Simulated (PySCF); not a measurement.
## input.py for MgSn

File input.py (PySCF 2.14):

```python
from pyscf import gto, dft
from pyscf.geomopt.geometric_solver import optimize

mol = gto.M(
    atom='Mg 0 0 0; Sn 0 0 2.705',
    basis='def2-svpd',
    ecp={'Sn': 'def2-svpd'},
    charge=0,
    spin=2,
    symmetry=True,
    verbose=3,
)
mf = dft.ROKS(mol, xc='revpbe')
mf.kernel()
g = mf.nuc_grad_method()
g.grid_response = True
mol_eq = optimize(g.as_scanner(), maxsteps=30)
print('optimised geometry (angstrom)')
print(mol_eq.tostring('raw'))
print('orbital energies (hartree):', mf.mo_energy[..., max(0, mol.nelec[1]-3):mol.nelec[0]+3].round(4))
```

```bash
$ OMP_NUM_THREADS=1 python input.py
```

It prints:

```
converged SCF energy = -414.282469793649
input.py

Current date and time:

#|     Arguments passed to driver run_optimizer():      |#
customengine              <pyscf.geomopt.geometric_solver.PySCFEngine object>
logIni                    <dir>
maxiter                   30
----------------------------------------------------------
Custom engine selected.
Bonds will be generated from interatomic distances less than 1.20 times sum of covalent radii
6 internal coordinates being used (instead of 6 Cartesians)
Internal coordinate system (atoms numbered from 1):
Distance 1-2
Translation-X 1-2
Translation-Y 1-2
Translation-Z 1-2
Rotation-A 1-2
Rotation-B 1-2
Rotation-C 1-2
<class 'geometric.internal.Distance'> : 1
<class 'geometric.internal.TranslationX'> : 1
<class 'geometric.internal.TranslationY'> : 1
<class 'geometric.internal.TranslationZ'> : 1
<class 'geometric.internal.RotationA'> : 1
<class 'geometric.internal.RotationB'> : 1
<class 'geometric.internal.RotationC'> : 1
> ===== Optimization Info: ====
> Job type: Energy minimization
> Maximum number of optimization cycles: 30
> Initial / maximum trust radius (Angstrom): 0.100 / 0.300
> Convergence Criteria:
> Will converge when all 5 criteria are reached:
>  |Delta-E| < 1.00e-06
>  RMS-Grad  < 3.00e-04
>  Max-Grad  < 4.50e-04
>  RMS-Disp  < 1.20e-03
>  Max-Disp  < 1.80e-03
> === End Optimization Info ===

Geometry optimization cycle 1
Cartesian coordinates (Angstrom)
 Atom        New coordinates             dX        dY        dZ
  Mg   0.000000   0.000000   0.000000    0.000000  0.000000  0.000000
  Sn   0.000000   0.000000   2.705000    0.000000  0.000000  0.000000

WARN: Mole.unit (angstrom) is changed to Bohr

converged SCF energy = -414.282469794717
--------------- SymAdaptedROKS_Scanner gradients ---------------
         x                y                z
0 Mg     0.0000000000     0.0000000000     0.0074709256
1 Sn     0.0000000000     0.0000000000    -0.0074709256
----------------------------------------------
cycle 1: E = -414.282469795  dE = -414.282  norm(grad) = 0.0105655
Step    0 : Gradient = 7.471e-03/7.471e-03 (rms/max) Energy = -414.2824697947
Hessian Eigenvalues: 5.00000e-02 5.00000e-02 5.00000e-02 ... 5.00000e-02 5.00000e-02 6.14950e-02

Geometry optimization cycle 2
Cartesian coordinates (Angstrom)
 Atom        New coordinates             dX        dY        dZ
  Mg   0.000000   0.000000  -0.032144    0.000000  0.000000 -0.032144
  Sn   0.000000   0.000000   2.737144    0.000000  0.000000  0.032144
converged SCF energy = -414.283041228364
--------------- SymAdaptedROKS_Scanner gradients ---------------
         x                y                z
0 Mg     0.0000000000     0.0000000000     0.0021418083
1 Sn     0.0000000000     0.0000000000    -0.0021418083
----------------------------------------------
cycle 2: E = -414.283041228  dE = -0.000571434  norm(grad) = 0.00302897
Step    1 : Displace = 3.214e-02/3.214e-02 (rms/max) Trust = 1.000e-01 (=) Grad = 2.142e-03/2.142e-03 (rms/max) E (change) = -414.2830412284 (-5.714e-04) Quality = 1.259
Hessian Eigenvalues: 4.38652e-02 5.00000e-02 5.00000e-02 ... 5.00000e-02 5.00000e-02 5.00000e-02

Geometry optimization cycle 3
Cartesian coordinates (Angstrom)
 Atom        New coordinates             dX        dY        dZ
  Mg   0.000000   0.000000  -0.045064    0.000000  0.000000 -0.012919
  Sn   0.000000   0.000000   2.750064    0.000000  0.000000  0.012919
converged SCF energy = -414.283100693164
--------------- SymAdaptedROKS_Scanner gradients ---------------
         x                y                z
0 Mg     0.0000000000     0.0000000000     0.0003265457
1 Sn     0.0000000000     0.0000000000    -0.0003265457
----------------------------------------------
cycle 3: E = -414.283100693  dE = -5.94648e-05  norm(grad) = 0.000461805
Step    2 : Displace = 1.292e-02/1.292e-02 (rms/max) Trust = 1.414e-01 (+) Grad = 3.265e-04/3.265e-04 (rms/max) E (change) = -414.2831006932 (-5.946e-05) Quality = 1.137
Hessian Eigenvalues: 3.71774e-02 5.00000e-02 5.00000e-02 ... 5.00000e-02 5.00000e-02 5.00000e-02

Geometry optimization cycle 4
Cartesian coordinates (Angstrom)
 Atom        New coordinates             dX        dY        dZ
  Mg   0.000000   0.000000  -0.047388    0.000000  0.000000 -0.002324
  Sn   0.000000   0.000000   2.752388    0.000000  0.000000  0.002324
converged SCF energy = -414.283102193039
--------------- SymAdaptedROKS_Scanner gradients ---------------
         x                y                z
0 Mg     0.0000000000     0.0000000000     0.0000179017
1 Sn     0.0000000000     0.0000000000    -0.0000179017
----------------------------------------------
cycle 4: E = -414.283102193  dE = -1.49987e-06  norm(grad) = 2.53168e-05
Step    3 : Displace = 2.324e-03/2.324e-03 (rms/max) Trust = 2.000e-01 (+) Grad = 1.790e-05/1.790e-05 (rms/max) E (change) = -414.2831021930 (-1.500e-06) Quality = 1.046
Hessian Eigenvalues: 3.51393e-02 5.00000e-02 5.00000e-02 ... 5.00000e-02 5.00000e-02 5.00000e-02

Geometry optimization cycle 5
Cartesian coordinates (Angstrom)
 Atom        New coordinates             dX        dY        dZ
  Mg   0.000000   0.000000  -0.047522    0.000000  0.000000 -0.000135
  Sn   0.000000   0.000000   2.752522    0.000000  0.000000  0.000135
converged SCF energy = -414.283102197272
--------------- SymAdaptedROKS_Scanner gradients ---------------
         x                y                z
0 Mg     0.0000000000     0.0000000000     0.0000000297
1 Sn     0.0000000000     0.0000000000    -0.0000000297
----------------------------------------------
cycle 5: E = -414.283102197  dE = -4.23341e-09  norm(grad) = 4.19415e-08
Step    4 : Displace = 1.348e-04/1.348e-04 (rms/max) Trust = 2.828e-01 (+) Grad = 2.966e-08/2.966e-08 (rms/max) E (change) = -414.2831021973 (-4.233e-09) Quality = 0.928
Hessian Eigenvalues: 3.51393e-02 5.00000e-02 5.00000e-02 ... 5.00000e-02 5.00000e-02 5.00000e-02
Converged! =D

    #| If this code has benefited your research, please support us by citing: |#
    #| Wang, L.-P.; Song, C.C. (2016) "Geometry optimization made simple with |#
    #| translation and rotation coordinates", J. Chem, Phys. 144, 214108.     |#
    #|                                     |#
optimised geometry (angstrom)
Mg          0.00000000        0.00000000       -0.04752230
Sn          0.00000000        0.00000000        2.75252230
orbital energies (hartree): [-0.9073 -0.3729 -0.1978 -0.1208 -0.1208 -0.1155 -0.0412 -0.0412]
```

In short: E(SCF) = -414.282470 Eh, all at the start geometry; optimised bond 2.800 Å with E = -414.283102 Eh after 5 steps.

Run time: 26 s on 1 thread of Arm Neoverse V1 (shared host), peak memory 0.33 GiB.

The last line lists the levels of the start geometry. No search for the lowest solution was made.
